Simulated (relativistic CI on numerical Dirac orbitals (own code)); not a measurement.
# Level scheme of Er XV

Calculated at this level of theory: Dirac-Coulomb-Breit CI, orbitals from a KLI potential per configuration, a model potential for QED, unscaled Slater integrals (own radial code, finite nucleus).

Configuration list (outside the closed core [Ar] 3d10 4p6 4d10): 4s2 4f7 5s, 4s2 4f8, 4s2 4f6 5s2, 4s2 4f5 5s2 6s, 4s2 4f5 5s 6s2, 4s2 4f6 6s2, 4f8 5s2. The list is cut by size and lacks configurations that can hold low levels.

| No. | Configuration | Term | J | E (cm⁻¹) | % | Landé g | jj configuration (%) |
| --- | --- | --- | --- | --- | --- | --- | --- |
| 1 | 4f7(8S°) 5s | 9S° | 4 | 0.0 | 97 | 1.992 | 4f5/2^3 4f7/2^4 5s (34) |
| 2 | 4s2 4f6 5s2 | 7F | 0 | 23068.4 | 87 |  | 4f5/2^4 4f7/2^2 (54) |
| 3 | 4s2 4f6 5s2 | 7F | 1 | 24277.3 | 90 | 1.497 | 4f5/2^3 4f7/2^3 (41) |
| 4 | 4s2 4f6 5s2 | 7F | 2 | 26165.3 | 93 | 1.495 | 4f5/2^4 4f7/2^2 (50) |
| 5 | 4s2 4f6 5s2 | 7F | 3 | 28381.9 | 95 | 1.494 | 4f5/2^3 4f7/2^3 (45) |
| 6 | 4s2 4f6 5s2 | 7F | 4 | 30729.8 | 96 | 1.492 | 4f5/2^3 4f7/2^3 (44) |
| 7 | 4s2 4f6 5s2 | 7F | 5 | 33088.4 | 95 | 1.490 | 4f5/2^3 4f7/2^3 (40) |
| 8 | 4s2 4f6 5s2 | 7F | 6 | 35361.3 | 93 | 1.487 | 4f5/2^3 4f7/2^3 (36) |
| 9 | 4f7(8S°) 5s | 7S° | 3 | 36912.3 | 95 | 1.984 | 4f5/2^4 4f7/2^3 5s (33) |
| 10 | 4s2 4f6 5s2 | 5D | 0 | 51862.9 | 65 |  | 4f5/2^6 (54) |
| 11 | 4s2 4f6 5s2 | 5D | 1 | 56680.3 | 80 | 1.488 | 4f5/2^5 4f7/2 (49) |
| 12 | 4f7(6P°) 5s | 7P° | 4 | 59822.6 | 71 | 1.713 | 4f5/2^5 4f7/2^2 5s (34) |
| 13 | 4f7(6P°) 5s | 7P° | 3 | 61062.9 | 78 | 1.870 | 4f5/2^4 4f7/2^3 5s (41) |
| 14 | 4f7(6P°) 5s | 7P° | 2 | 62185.8 | 86 | 2.282 | 4f5/2^4 4f7/2^3 5s (39) |
| 15 | 4s2 4f6 5s2 | 5D | 2 | 62723.3 | 89 | 1.483 | 4f5/2^4 4f7/2^2 (46) |
| 16 | 4f7(6I°) 5s | 7I° | 3 | 65153.4 | 92 | 0.270 | 4f5/2^4 4f7/2^3 5s (33) |
| 17 | 4f7(6I°) 5s | 7I° | 9 | 65479.8 | 95 | 1.327 | 4f5/2^3 4f7/2^4 5s (36) |
| 18 | 4f7(6I°) 5s | 7I° | 4 | 65637.6 | 93 | 0.759 | 4f5/2^4 4f7/2^3 5s (34) |
| 19 | 4f7(6I°) 5s | 7I° | 5 | 66082.9 | 95 | 1.003 | 4f5/2^4 4f7/2^3 5s (36) |
| 20 | 4f7(6I°) 5s | 7I° | 8 | 66242.0 | 97 | 1.287 | 4f5/2^3 4f7/2^4 5s (41) |
| 21 | 4f7(6I°) 5s | 7I° | 6 | 66401.8 | 96 | 1.142 | 4f5/2^3 4f7/2^4 5s (39) |
| 22 | 4s2 4f6 5s2 | 5L | 6 | 66406.9 | 80 | 0.759 | 4f5/2^5 4f7/2 (33) |
| 23 | 4f7(6I°) 5s | 7I° | 7 | 66493.6 | 97 | 1.229 | 4f5/2^3 4f7/2^4 5s (44) |
| 24 | 4s2 4f6 5s2 | 5D | 3 | 69346.1 | 89 | 1.465 | 4f5/2^3 4f7/2^3 (46) |
| 25 | 4s2 4f6 5s2 | 5L | 7 | 69355.6 | 89 | 0.923 | 4f5/2^4 4f7/2^2 (49) |
| 26 | 4s2 4f6 5s2 | 5G | 6 | 71493.8 | 50 | 1.239 | 4f5/2^4 4f7/2^2 (42) |
| 27 | 4s2 4f6 5s2 | 5G | 2 | 71548.4 | 86 | 0.385 | 4f5/2^4 4f7/2^2 (38) |
| 28 | 4s2 4f6 5s2 | 5L | 8 | 71659.6 | 93 | 1.043 | 4f5/2^3 4f7/2^3 (57) |
| 29 | 4s2 4f6 5s2 | 5G | 5 | 71923.9 | 57 | 1.184 | 4f5/2^4 4f7/2^2 (48) |
| 30 | 4s2 4f6 5s2 | 5G | 3 | 72151.0 | 71 | 0.857 | 4f5/2^3 4f7/2^3 (50) |
| 31 | 4s2 4f6 5s2 | 5G | 4 | 72254.0 | 64 | 1.069 | 4f5/2^3 4f7/2^3 (40) |
| 32 | 4f7(6D°) 5s | 7D° | 5 | 73173.9 | 91 | 1.585 | 4f5/2^4 4f7/2^3 5s (40) |
| 33 | 4s2 4f6 5s2 | 5L | 9 | 73327.0 | 93 | 1.128 | 4f5/2^3 4f7/2^3 (53) |
| 34 | 4s2 4f6 5s2 | 5L | 10 | 74004.3 | 89 | 1.187 | 4f5/2^3 4f7/2^3 (41) |
| 35 | 4f7(6D°) 5s | 7D° | 1 | 74897.5 | 96 | 2.964 | 4f5/2^3 4f7/2^4 5s (46) |
| 36 | 4f7(6D°) 5s | 7D° | 4 | 75423.2 | 75 | 1.646 | 4f5/2^4 4f7/2^3 5s (34) |
| 37 | 4f7(6D°) 5s | 7D° | 2 | 75650.1 | 83 | 2.010 | 4f5/2^3 4f7/2^4 5s (38) |
| 38 | 4f7(6D°) 5s | 7D° | 3 | 76040.7 | 74 | 1.757 | 4f5/2^3 4f7/2^4 5s (36) |
| 39 | 4s2 4f6 5s2 | 5D | 4 | 76608.6 | 85 | 1.464 | 4f5/2^2 4f7/2^4 (39) |
| 40 | 4s2 4f6 5s2 | 5H | 7 | 79901.2 | 67 | 1.237 | 4f5/2^3 4f7/2^3 (56) |
| 41 | 4s2 4f6 5s2 | 5H | 3 | 80322.6 | 70 | 0.614 | 4f5/2^3 4f7/2^3 (47) |
| 42 | 4s2 4f6 5s2 | 5H | 4 | 81511.2 | 48 | 0.933 | 4f5/2^2 4f7/2^4 (39) |
| 43 | 4s2 4f6 5s2 | 5H | 6 | 81793.1 | 41 | 1.193 | 4f5/2^3 4f7/2^3 (53) |
| 44 | 4s2 4f6 5s2 | 5H | 5 | 82007.8 | 35 | 1.085 | 4f5/2^3 4f7/2^3 (45) |
| 45 | 4s2 4f6 5s2 | 3P | 0 | 82188.8 | 58 |  | 4f5/2^4 4f7/2^2 (41) |
| 46 | 4s2 4f6 5s2 | 5F | 2 | 85360.8 | 69 | 0.995 | 4f5/2^5 4f7/2 (29) |
| 47 | 4s2 4f6 5s2 | 5F | 3 | 85531.0 | 65 | 1.205 | 4f5/2^5 4f7/2 (29) |
| 48 | 4s2 4f6 5s2 | 5I | 4 | 86030.0 | 54 | 0.786 | 4f5/2^3 4f7/2^3 (30) |
| 49 | 4f7(6P°) 5s | 5P° | 3 | 86365.1 | 57 | 1.562 | 4f5/2^5 4f7/2^2 5s (28) |
| 50 | 4s2 4f6 5s2 | 5F | 1 | 86753.6 | 90 | 0.078 | 4f5/2^3 4f7/2^3 (48) |
| 51 | 4s2 4f6 5s2 | 5F | 4 | 86821.8 | 54 | 1.197 | 4f5/2^4 4f7/2^2 (39) |
| 52 | 4s2 4f6 5s2 | 5H | 5 | 87167.5 | 30 | 0.912 | 4f5/2^3 4f7/2^3 (53) |
| 53 | 4s2 4f6 5s2 | 5F | 5 | 87736.9 | 73 | 1.342 | 4f5/2^4 4f7/2^2 (35) |
| 54 | 4s2 4f6 5s2 | 5I | 8 | 88005.2 | 84 | 1.227 | 4f5/2^3 4f7/2^3 (50) |
| 55 | 4s2 4f6 5s2 | 5I | 6 | 88392.3 | 34 | 1.084 | 4f5/2^3 4f7/2^3 (41) |
| 56 | 4f7(6P°) 5s | 5P° | 2 | 88448.7 | 69 | 1.700 | 4f5/2^4 4f7/2^3 5s (38) |
| 57 | 4s2 4f6 5s2 | 5I | 7 | 89851.7 | 58 | 1.179 | 4f5/2^2 4f7/2^4 (42) |
| 58 | 4f7(6P°) 5s | 5P° | 1 | 90341.3 | 82 | 2.335 | 4f5/2^4 4f7/2^3 5s (39) |
| 59 | 4s2 4f6 5s2 | 5K | 5 | 90896.3 | 45 | 0.804 | 4f5/2^3 4f7/2^3 (40) |
| 60 | 4f7(6I°) 5s | 5I° | 4 | 91379.8 | 41 | 0.976 | 4f5/2^4 4f7/2^3 5s (27) |
| 61 | 4f7(6G°) 5s | 7G° | 5 | 92398.6 | 38 | 1.239 | 4f5/2^5 4f7/2^2 5s (36) |
| 62 | 4f7(6G°) 5s | 7G° | 6 | 92498.8 | 44 | 1.366 | 4f5/2^4 4f7/2^3 5s (49) |
| 63 | 4f7(6I°) 5s | 5I° | 4 | 92765.5 | 42 | 1.008 | 4f5/2^4 4f7/2^3 5s (41) |
| 64 | 4f7(6G°) 5s | 7G° | 3 | 92939.8 | 49 | 1.257 | 4f5/2^4 4f7/2^3 5s (31) |
| 65 | 4f7(6I°) 5s | 5I° | 8 | 92961.3 | 91 | 1.237 | 4f5/2^4 4f7/2^3 5s (36) |
| 66 | 4s2 4f6 5s2 | 3O | 10 | 92967.3 | 61 | 0.960 | 4f5/2^4 4f7/2^2 (62) |
| 67 | 4s2 4f6 5s2 | 3I | 6 | 93076.7 | 25 | 1.019 | 4f5/2^3 4f7/2^3 (42) |
| 68 | 4f7(6I°) 5s | 5I° | 5 | 93381.4 | 61 | 1.071 | 4f5/2^4 4f7/2^3 5s (41) |
| 69 | 4f7(6I°) 5s | 5I° | 7 | 93614.2 | 86 | 1.187 | 4f5/2^4 4f7/2^3 5s (42) |
| 70 | 4s2 4f6 5s2 | 5K | 6 | 93795.7 | 72 | 0.930 | 4f5/2^3 4f7/2^3 (38) |

Energies count from the lowest computed level; ° marks odd parity. Percentages are summed over parent terms; the parents shown are those of the largest component, closed shells are left out there. Filled j subshells are mostly left out of the jj labels.

The mean weight of the leading LS term, summed over parents, in these 70 levels is 73 %, and that of the leading jj configuration (from the same eigenvectors) 41 %, so LS coupling describes them better.

At this charge transitions that keep the count of f electrons are usually good to a few per cent. Terms inside the open d or f shell come out 10 to 20 % too wide with unscaled integrals. Levels and lines within the n = 5 or 6 shells can be off by up to 10 % or somewhat more, and those that change n by about 2 %, since core polarisation is missing. Levels that differ in their count of f electrons can be misplaced by several ten thousand cm⁻¹, since the correlation energy of f electrons is missing or only estimated; rates across such gaps can be off by orders of magnitude.

LS names give the leading component of a level, which can be under half, so a name can repeat, a term be missing and a line seem to break the LS rules.
